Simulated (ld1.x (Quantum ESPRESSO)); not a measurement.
## Pseudopotential generation for Li: ultrasoft, PW91, non-relativistic.

ld1.x (Quantum ESPRESSO) 7.5 input, shortened:

```
&input
   title='Li', zed=3., rel=0, dft='PW91', iswitch=3,
   config='[He] 2s0 2p0 3d-2'
 /
 &inputp
   pseudotype=3, tm=.true., lloc=-2, rcloc=3.00,
   nlcc=.false.,
   which_augfun='PSQ', rmatch_augfun=0.85
 /
6
1S  1  0   2.00   0.00  1.05  1.25  0.0
2S  2  0   0.00   0.00  1.05  1.25  0.0
2P  2  1   0.00   0.00  4.10  4.35  0.0
2P  2  1   0.00   0.65  4.10  4.35  0.0
3D  3  2  -2.00   0.05  3.15  3.90  0.0
3D  3  2  -2.00   1.55  3.15  3.90  0.0
 &test
   configts(1)='1s2 2s0 2p0'
 /
```

Poles of the logarithmic derivatives, all-electron (AE) and pseudo (PS). s: poles at -0.3, 1.4, 4.3 (AE) and -0.3, 1.5, 4.7 (PS) Ry. p: poles at -0.2, 1.3, 3.8 (AE) and -0.2, 1.5, 4.4 (PS) Ry. d: poles at 0.7, 2.7 (AE) and 0.7, 2.7 (PS) Ry. Test radius 4.69 bohr.

* Cutoffs needed: 30 Ry and 40 Ry (the cutoffs (Ry, on a coarse ladder) from which the occupation-weighted sum of valence levels, in a spherical-Bessel basis at the reference potential, stays within 10 and 1 mRy of its value at 400 Ry) The cutoffs count occupied waves only; the empty 2s level needs 50 Ry at the loose tolerance.
* Ghost test: no extra level below or beside the all-electron valence levels (s, p, d, f tested) (spherical-Bessel basis up to 400 Ry, 20 bohr box)
* Configuration tests: test run stopped at test 1 of 4 (negative rho)
* Lowest eigenvalue of the overlap operator: 0.28 (s channel)
* Density cutoff estimated by the generator: 517 Ry
